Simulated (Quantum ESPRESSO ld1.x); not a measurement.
All-electron atom: Yb IV in [Xe] 4f12.75 5d0.25 (fractional occupations, a model configuration). Method: scalar-relativistic Kohn-Sham, LDA (Slater exchange, VWN5 correlation), spin-polarised, spherical densities, point nucleus; open shells are filled with parallel spins first; computed with ld1.x of Quantum ESPRESSO 7.5.

Unscreened Slater integrals over Kohn-Sham orbitals (cm^-1). They are taken over the spin-up orbitals. Empty in this configuration: 6s.

\begin{tabular}{lr}
integral & value \\ \hline
F0(5d,5d) & 98588 \\
F2(5d,5d) & 51663 \\
F4(5d,5d) & 34113 \\
F0(5d,4f) & 126030 \\
F2(5d,4f) & 30183 \\
F4(5d,4f) & 14543 \\
G1(5d,4f) & 14047 \\
G3(5d,4f) & 11306 \\
G5(5d,4f) & 8582.7 \\
F0(5d,5p) & 114140 \\
F2(5d,5p) & 54882 \\
G1(5d,5p) & 64193 \\
G3(5d,5p) & 39523 \\
F0(5d,5s) & 118620 \\
G2(5d,5s) & 39779 \\
F0(5d,6s) & 78497 \\
G2(5d,6s) & 23570 \\
F0(4f,4f) & 283790 \\
F2(4f,4f) & 133560 \\
F4(4f,4f) & 83530 \\
F6(4f,4f) & 60019 \\
F0(4f,5p) & 172920 \\
F2(4f,5p) & 57547 \\
G2(4f,5p) & 29002 \\
G4(4f,5p) & 22496 \\
F0(4f,5s) & 195630 \\
G3(4f,5s) & 34890 \\
F0(4f,6s) & 90314 \\
G3(4f,6s) & 3865.9 \\
F0(5p,5p) & 143070 \\
F2(5p,5p) & 77065 \\
F0(5p,5s) & 153470 \\
G1(5p,5s) & 102160 \\
F0(5p,6s) & 84504 \\
G1(5p,6s) & 8086.4 \\
F0(5s,5s) & 167250 \\
F0(5s,6s) & 86272 \\
G0(5s,6s) & 4495.8 \\
F0(6s,6s) & 69329 \\
\end{tabular}

Derived for the open shells (J is the average intra-shell exchange parameter used in DFT+U). 4f: F4/F2 = 0.625, F6/F2 = 0.449, J = (286 F2 + 195 F4 + 250 F6)/6435 = 10800 cm^-1. 5d: Racah B = F2/49 - 5 F4/441 = 667.6 cm^-1, C = 35 F4/441 = 2707 cm^-1, C/B = 4.06, F4/F2 = 0.660, J = (F2 + F4)/14 = 6127 cm^-1.
